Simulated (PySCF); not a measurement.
SMILES C=[CH][Sn]([CH3])([O]C)[O]C (C5H12O2Sn) at its GFN2-xTB optimised geometry (Å):

```
20

C     -0.7829    -3.2389     2.4100
C     -1.2756    -2.4029     1.5199
Sn    -0.0846    -1.3358     0.0000
C      2.1202    -1.3358     0.0000
O     -0.8049    -1.8956    -1.8324
C     -0.9086    -3.2089    -2.2969
O     -0.5071     0.6254     0.0000
C     -1.5697     1.2569    -0.6642
H     -1.4203    -3.7330     3.1319
H      0.2669    -3.4736     2.4733
H     -2.3362    -2.1842     1.4830
H      2.5020    -2.3127     0.2755
H      2.4396    -1.0755    -1.0042
H      2.4582    -0.5852     0.7040
H     -1.4357    -3.1610    -3.2523
H     -1.4787    -3.8506    -1.6193
H      0.0713    -3.6645    -2.4631
H     -2.5020     1.1696    -0.1007
H     -1.3017     2.3127    -0.7406
H     -1.7226     0.8600    -1.6680
```

Method: PySCF with B3LYP/def2-SVP, def2 effective core potentials past Kr. The core electrons that the potentials of Sn replace are not part of the density. Cells within 0.4 Å of a nucleus heavier than hydrogen are left out (blank, or x).

Map of the electron localisation function on the plane z = 1.2 Å:

```
|00000000000000000000000000000|
|00000000000000000000000000000|
|00000000000000000000000000000|
|00000000000000000000000000000|
|00000000000000000000000000000|
|00000000000000000000000000000|
|00000000000000000000000000000|
|00000000000000000000000000000|
|00000000000000000000000000000|
|00000132000001000000000000000|
|00000364000134310000000000000|
|00000464000366520000000000000|
|00000231001566420000143100000|
|00000000001454210002899710000|
|00000000000122100006999950000|
|00000000000011000017999971000|
|00000000000111111117999950000|
|00000122112432222224898610000|
|00002799745763223322332100000|
|00006999987886332211221000000|
|00007999983587421101466310000|
|0000699998xx76200001688620000|
|00003799865663000000588620000|
|00000133457862000000156300000|
|00000000247762100000000000000|
|00000000246653100000000000000|
|00000000246652100000000000000|
|00000000023431000000000000000|
|00000000000000000000000000000|
```
Scale: ten equal steps from 0.000 (start of '0') to 0.998 (end of '9'), in the order '0123456789'; x runs from -5.00 to 5.00, y from -5.00 (bottom) to 5.00 (top).
